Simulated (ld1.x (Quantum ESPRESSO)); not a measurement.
What one change does to a pseudopotential (In (Z = 49), TM semilocal)

indium (In), norm-conserving Troullier–Martins (semilocal form), made with ld1.x (Quantum ESPRESSO) 7.5 (PBE, scalar-relativistic). Core [Kr], reference 4d10 5s1 5p2. Waves: 5p (bound): rc 1.90 bohr; 4d (bound): rc 1.35 bohr; 4f channel at 0.2 Ry: rc 1.70 bohr; 5s (bound): rc 1.55 bohr. Local part: the s channel. Core correction: none.

All-electron outer shells of the reference configuration (PBE, scalar-relativistic, ld1.x):

| shell | level (eV) | outermost node (bohr) | outermost maximum (bohr) |
| --- | --- | --- | --- |
| 4s | -121.34 | 0.41 | 0.77 |
| 4p | -79.81 | 0.42 | 0.82 |
| 4d | -20.24 | 0.40 | 0.94 |
| 5s | -9.20 | 1.02 | 2.13 |
| 5p | -3.22 | 1.14 | 2.78 |

Change: wave 5p (bound): rc 1.90 bohr becomes 5p (bound): rc 1.32 bohr.

Cutoffs: the cutoffs (Ry, on a coarse ladder) from which the occupation-weighted sum of valence levels, in a spherical-Bessel basis at the reference potential, stays within 10 and 1 mRy of its value at 400 Ry; they do not see the model core or the augmentation charge, which bear on the density cutoff. Errors are all-electron minus pseudo energies relative to the spin-unpolarised reference configuration.

Q: What does the change do?

A: The potential gets harder (90 Ry and 140 Ry → 120 Ry and 300 Ry); the miss of the reference levels goes from 0.00 to 0.46 eV; of the 7 tests that both files solve, the error grows in 5 and shrinks in 1 by more than 15 % and 0.3 meV (median size 4.6 → 24.2 meV); neither file shows a bound ghost at the reference potential, the only one tested. A smaller radius makes the pseudo-wave follow the all-electron one further in, where it bends more sharply, so more plane waves are needed. A semilocal file is local in each channel, so a ghost entry of none says nothing of the separable form that plane-wave codes build from it.

```tsv
quantity	base	changed
cutoff, loose	90 Ry	120 Ry
cutoff, tight	140 Ry	300 Ry
loose cutoff by channel (10 mRy a level)	p 21 Ry, d 70 Ry, s 30 Ry	p 70 Ry, d 70 Ry, s 30 Ry
bound ghosts	none	none
largest miss of a reference level, eV	0.00	0.46
error for 4d10 5s2 5p1, meV [ΔE -5.84 eV]	+3.5	+24
error for 4d10 5s2 5p0, meV [ΔE -0.48 eV]	-1.9	-6.8
error for 4d10 5s1 5p0, meV [ΔE 18.76 eV]	+13	+9.6
error for 4d9 5s2 5p1, meV [ΔE 19.27 eV]	+59	-351
error for 4d10 5s2 5p1.3, meV [ΔE -6.37 eV]	+4.6	+37
error for 4d9 5s0 5p0, meV [ΔE 103.47 eV]	+97	-105
error for 4d10 5s2 5p0.5, meV [ΔE -3.90 eV]	+0.8	+2.4
```

Changed file: These tests converged, but a pseudo level misses the all-electron one widely, so the file describes the atom poorly there or has found another state: 4d9 5s0 5p0: empty 5p by 9.3 eV.
